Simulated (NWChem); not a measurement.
System: C₂H₈Ge; SMILES [CH3][GeH2][CH3]

```xyz
11

Ge     0.0000     0.0000    -0.3729
C     -1.6095     0.0000     0.7376
C      1.6095     0.0000     0.7376
H      0.0000     1.2496    -1.2834
H      0.0000    -1.2496    -1.2834
H     -1.6328    -0.8922     1.3808
H     -2.5145     0.0000     0.1129
H     -1.6328     0.8922     1.3808
H      2.5145     0.0000     0.1129
H      1.6328    -0.8922     1.3808
H      1.6328     0.8922     1.3808
```
Atoms are numbered in this order, from 1.

Level: PBE0/def2-SVP (NWChem), optimised geometry, unscaled harmonic frequencies. 

List the harmonic frequencies with IR intensities, and the thermochemistry.


| frequency (cm⁻¹) | IR intensity (km/mol) |
|---|---|
| 135 | 0.0 |
| 143 | 0.0 |
| 175 | 0.7 |
| 423 | 12.5 |
| 575 | 0.0 |
| 594 | 9.1 |
| 612 | 52.1 |
| 646 | 2.6 |
| 841 | 64.7 |
| 843 | 68.5 |
| 846 | 134.7 |
| 871 | 0.0 |
| 891 | 41.9 |
| 1252 | 11.2 |
| 1259 | 5.0 |
| 1432 | 0.0 |
| 1433 | 2.4 |
| 1439 | 3.3 |
| 1443 | 9.0 |
| 2127 | 168.4 |
| 2130 | 122.3 |
| 3067 | 4.3 |
| 3067 | 7.0 |
| 3175 | 0.0 |
| 3176 | 7.9 |
| 3179 | 4.0 |
| 3179 | 2.2 |

```json
{
 "zero_point_energy": "55.7 kcal/mol",
 "thermal correction to the enthalpy at 298.15 K (with zero-point energy)": "60.0 kcal/mol",
 "heat capacity Cv": "20.7 cal/(mol K)",
 "entropy at 298.15 K and 1 atm (symmetry number 2)": "74.6 cal/(mol K)",
 "dipole_moment": "0.74 D"
}
```

Rigid rotor and harmonic oscillator.
